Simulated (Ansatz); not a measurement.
Consider the formal exchange of groups at the Al–Cl bond: `[OH][Al]([SiH3])[Cl]` + `C=C(C)C=O` → `O=[CH][Al]([OH])[SiH3]` + `C=C(C)Cl`.

Calculated with Ansatz (gas phase, PBE0-D4/def2-TZVP geometries, no zero-point term in ΔE). CCSD(T)/CBS adds triple-zeta CCSD(T) − MP2 to the extrapolated MP2 energy (def2 sets, frozen cores). DFT in def2-TZVPP. B3LYP here is the variant with VWN-RPA as its local correlation; programs differ in this. HSE06 is defined as in plane-wave codes. Each species was taken in one conformer, which may not be the lowest.

| level | ΔE (eV) |
| --- | --- |
| revPBE-D4 | 2.53 |
| B3LYP-D4 | 2.64 |
| HSE06-D4 | 2.67 |
| r2SCAN | 2.73 |
| CAM-B3LYP | 2.67 |
| LC-ωPBE | 2.65 |
| RPA@PBE/def2-TZVPP | 2.53 |
| HF/def2-SVP | 2.99 |

(1) What does CCSD(T)/CBS give? (Best estimate.)

Largest T1 diagnostic among the species: 0.016.

## Answers

(1) Computed: +2.66 eV. The listed levels differ from it by -0.13, -0.02, 0.01, 0.07, 0.01, -0.01, -0.13, 0.33 eV.

From BLYP to BHLYP (50 % exact exchange), in def2-TZVPP and without D4, ΔE moves by +0.24 eV. Leaving LDA and LC-ωPBE aside and taking each functional with its dispersion term where it has one, the values, not all of them listed here, spread over 0.25 eV, from revPBE-D4 to r2SCAN0-D4. LDA lies +0.09 eV from PBE without D4. At CCSD(T), def2-SVP lies +0.11 eV from the extrapolated value and def2-TZVPP −0.00 eV.
